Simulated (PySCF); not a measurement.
[AuCl2]+: from structure and modes to constants

Method: PySCF, PBE0, basis Au def2-TZVP with ECP60, Cl def2-TZVP (scalar-relativistic core potentials, no spin–orbit coupling, density fitting).

The singlet minimum has C2v symmetry. Masses (u): Au 196.96655, Cl 34.96885.

```xyz
3
charge 1 multiplicity 1, angstrom
Au    0.0000    0.0000   -0.3386
Cl    1.6687    0.0000    1.0568
Cl   -1.6687    0.0000    1.0568
```

Harmonic wavenumbers (cm⁻¹): 64.1 (a1, ×1), 410.4 (a1, ×1), 411.5 (b2, ×1).

(1) Find the principal moments of inertia and the rotational constants. What kind of rotor is it?

(2) Find the vibrational entropy and heat capacity at 298.15 K.

(3) Give the standard entropy (298.15 K, 1 bar) by its translational, rotational, vibrational and spin parts, and Cp.

Answers

(1) About the centre of mass I = 100.49, 194.74, 295.23 u Å². With B = 16.8576/I this gives 0.1677, 0.08657, 0.0571 cm⁻¹. The molecule is an asymmetric top with κ = -0.47.

(2) With u = 1.43878 ω/T, each mode gives S = R[u/(eᵘ−1) − ln(1−e⁻ᵘ)] and C = R u² eᵘ/(eᵘ−1)².
```json
{"ω (cm⁻¹)": "64.1", "u": "0.309", "S (J/(mol K))": "18.11", "C (J/(mol K))": "8.25"}
{"ω (cm⁻¹)": "410.4", "u": "1.981", "S (J/(mol K))": "3.87", "C (J/(mol K))": "6.06"}
{"ω (cm⁻¹)": "411.5", "u": "1.986", "S (J/(mol K))": "3.86", "C (J/(mol K))": "6.05"}
```
The sums over all modes are S = 25.8 and C = 20.4 J/(mol K); the softest mode gives 70 % of the entropy.

(3) Sackur–Tetrode with M = 266.90 u gives 178.5; rotation with symmetry number 2 gives 107.5; vibration 25.8; spin R ln 1 = 0.0. The total is 311.8 J/(mol K), and Cp = 4 R + 20.4 = 53.6 J/(mol K).

Other isomers or separated fragments may lie lower. Spin–orbit coupling, left out here, can matter for elements this heavy.
